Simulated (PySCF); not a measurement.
C₃H₆AlBrO, singlet, at a GFN2-xTB geometry (such geometries of metal compounds can be far from the true shape); DF-PBE/def2-TZVPD (PySCF).

PySCF was given this input:
```python
from pyscf import gto, scf, dft

mol = gto.Mole()
mol.atom = '''
    Al   -0.230754   -0.112787   -0.343003
    Br    0.794511    1.051311    1.299165
    C    -1.311388    0.845657   -1.688934
    C    -1.930912    0.195653   -2.669031
    H    -1.412442    1.929282   -1.642844
    H    -2.529498    0.692932   -3.421225
    H    -1.863542   -0.879232   -2.760360
    O    -0.046244   -1.746390   -0.372482
    C     0.080304   -3.138259   -0.444543
    H     0.380430   -3.430522   -1.453067
    H     0.834784   -3.480721    0.266614
    H    -0.875888   -3.608607   -0.205942
'''
mol.basis = 'def2-tzvpd'
mol.charge = 0
mol.spin = 0
mol.verbose = 4
mol.max_memory = 1800
mol.build()

mf = dft.RKS(mol)
mf.xc = 'pbe'
mf = mf.density_fit(auxbasis='def2-universal-jkfit')
mf.kernel()
```

The log (banner, timings and long lists left out):

```
PySCF version 2.14.0

[INPUT] verbose = 4
[INPUT] num. atoms = 12
[INPUT] num. electrons = 80
[INPUT] charge = 0
[INPUT] spin (= nelec alpha-beta = 2S) = 0
[INPUT] symmetry False subgroup None
[INPUT] Mole.unit = angstrom
[INPUT] Symbol           X                Y                Z      unit          X                Y                Z       unit  Magmom
[INPUT]  1 Al    -0.230754000000  -0.112787000000  -0.343003000000 AA   -0.436061862148  -0.213136540411  -0.648181729904 Bohr   0.0
[INPUT]  2 Br     0.794511000000   1.051311000000   1.299165000000 AA    1.501408192954   1.986689861743   2.455066040621 Bohr   0.0
[INPUT]  3 C     -1.311388000000   0.845657000000  -1.688934000000 AA   -2.478164163041   1.598060125321  -3.191622702466 Bohr   0.0
[INPUT]  4 C     -1.930912000000   0.195653000000  -2.669031000000 AA   -3.648894850636   0.369730585450  -5.043737607974 Bohr   0.0
[INPUT]  5 H     -1.412442000000   1.929282000000  -1.642844000000 AA   -2.669128546833   3.645814597053  -3.104525225385 Bohr   0.0
[INPUT]  6 H     -2.529498000000   0.692932000000  -3.421225000000 AA   -4.780058452635   1.309451702947  -6.465178260515 Bohr   0.0
[INPUT]  7 H     -1.863542000000  -0.879232000000  -2.760360000000 AA   -3.521584001624  -1.661507679954  -5.216324405204 Bohr   0.0
[INPUT]  8 O     -0.046244000000  -1.746390000000  -0.372482000000 AA   -0.087388494904  -3.300198806679  -0.703888966330 Bohr   0.0
[INPUT]  9 C      0.080304000000  -3.138259000000  -0.444543000000 AA    0.151752566707  -5.930450017951  -0.840064520593 Bohr   0.0
[INPUT] 10 H      0.380430000000  -3.430522000000  -1.453067000000 AA    0.718908509568  -6.482747044295  -2.745898670643 Bohr   0.0
[INPUT] 11 H      0.834784000000  -3.480721000000   0.266614000000 AA    1.577513133169  -6.577609406022   0.503827440975 Bohr   0.0
[INPUT] 12 H     -0.875888000000  -3.608607000000  -0.205942000000 AA   -1.655188435793  -6.819278921188  -0.389173977545 Bohr   0.0

nuclear repulsion = 441.39211384442
number of shells = 117
number of NR pGTOs = 458
number of NR cGTOs = 305
basis = def2-tzvpd
ecp = {}

******** <class 'pyscf.df.df_jk.DFRKS'> ********
method = DFRKS
initial guess = minao
damping factor = 0
level_shift factor = 0
DIIS = <class 'pyscf.scf.diis.CDIIS'>
diis_start_cycle = 1
diis_space = 8
diis_damp = 0
SCF conv_tol = 1e-09
SCF conv_tol_grad = None
SCF max_cycles = 50
direct_scf = False
XC library pyscf.dft.libxc version 7.1.2
    S. Lehtola, C. Steigemann, M. J. T. Oliveira, and M. A. L. Marques,  SoftwareX 7, 1–5 (2018)
XC functionals = pbe
    J. P. Perdew, K. Burke, and M. Ernzerhof,  Phys. Rev. Lett. 77, 3865 (1996)
    J. P. Perdew, K. Burke, and M. Ernzerhof,  Phys. Rev. Lett. 78, 1396 (1997)
    J. P. Perdew, K. Burke, and M. Ernzerhof,  Phys. Rev. Lett. 77, 3865 (1996)
    J. P. Perdew, K. Burke, and M. Ernzerhof,  Phys. Rev. Lett. 78, 1396 (1997)
radial grids:
    Treutler-Ahlrichs [JCP 102, 346 (1995); DOI:10.1063/1.469408] (M4) radial grids

becke partition: Becke, JCP 88, 2547 (1988); DOI:10.1063/1.454033
pruning grids: <function nwchem_prune>
grids dens level: 3
symmetrized grids: False
atomic radii adjust function: <function treutler_atomic_radii_adjust>
small_rho_cutoff = 0
Set gradient conv threshold to 3.16228e-05
Initial guess from minao.
tot grids = 154888
init E= -3008.37976697835
  HOMO = -0.309983271767592  LUMO = -0.127153043488543  gap/eV = 4.97506
cycle= 1 E= -3008.94332654791  delta_E= -0.564  |g|= 1.04  |ddm|= 3.89
  HOMO = -0.0607766191293272  LUMO = -0.0135127388115589  gap/eV = 1.28612
cycle= 2 E= -3007.61069679146  delta_E= 1.33  |g|= 2.58  |ddm|= 3.28
  HOMO = -0.223714775272231  LUMO = -0.0560589320443841  gap/eV = 4.56215
cycle= 3 E= -3009.09910130707  delta_E= -1.49  |g|= 0.428  |ddm|= 2.51
  HOMO = -0.245842152138054  LUMO = -0.0863905112837707  gap/eV = 4.33890
cycle= 4 E= -3009.13384885322  delta_E= -0.0347  |g|= 0.201  |ddm|= 0.674
  HOMO = -0.243120785926597  LUMO = -0.073533491886646  gap/eV = 4.61471
cycle= 5 E= -3009.14304823605  delta_E= -0.0092  |g|= 0.0673  |ddm|= 0.289
  HOMO = -0.242913134639564  LUMO = -0.0742014538130864  gap/eV = 4.59088
cycle= 6 E= -3009.14364254193  delta_E= -0.000594  |g|= 0.0465  |ddm|= 0.0907
  HOMO = -0.242697479218811  LUMO = -0.0746688741088681  gap/eV = 4.57229
cycle= 7 E= -3009.14420157172  delta_E= -0.000559  |g|= 0.00795  |ddm|= 0.039
  HOMO = -0.243484523663525  LUMO = -0.0745860413125304  gap/eV = 4.59596
cycle= 8 E= -3009.14421570292  delta_E= -1.41e-05  |g|= 0.00327  |ddm|= 0.00994
  HOMO = -0.243574507034265  LUMO = -0.0745447479606302  gap/eV = 4.59953
cycle= 9 E= -3009.14421796472  delta_E= -2.26e-06  |g|= 0.000404  |ddm|= 0.00367
  HOMO = -0.243555331242845  LUMO = -0.0745306195555289  gap/eV = 4.59940
cycle= 10 E= -3009.14421796893  delta_E= -4.21e-09  |g|= 0.000334  |ddm|= 0.000948
  HOMO = -0.243580606417386  LUMO = -0.0745477154724107  gap/eV = 4.59962
cycle= 11 E= -3009.14421800467  delta_E= -3.57e-08  |g|= 3.95e-05  |ddm|= 0.000485
  HOMO = -0.243579077612268  LUMO = -0.0745426555236108  gap/eV = 4.59972
cycle= 12 E= -3009.14421800508  delta_E= -4.03e-10  |g|= 1.48e-05  |ddm|= 7.01e-05
  HOMO = -0.243577309906962  LUMO = -0.0745437515491897  gap/eV = 4.59964
Extra cycle  E= -3009.14421800499  delta_E= 8.73e-11  |g|= 2.51e-05  |ddm|= 4.33e-05
converged SCF energy = -3009.14421800499
```
